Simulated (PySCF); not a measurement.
These are B3LYP-D3(BJ)/def2-TZVP // BP86-D3(BJ)/def2-SVP run with PySCF values and carry that method's errors. Gas-phase values, no solvent. One relaxed conformer stands for a flexible species; it need not be the lowest. B3LYP has the VWN-RPA correlation part, as in Gaussian. 

Reference species: [Ti(Cl)4] (neutral, multiplicity 1).

| Item | Result |
|---|---|
| HOMO | -9.34 eV |
| HOMO–LUMO gap | 5.31 eV |

Changed species: [Ti(OH)4] (4 of 4 Cl replaced by OH; the reference has 0 of 4 Cl replaced by OH).

Predict the effect on the HOMO and HOMO–LUMO gap.

the HOMO rises by 0.60 eV, to -8.74 eV; the HOMO–LUMO gap goes up by 1.86 eV, to 7.17 eV.
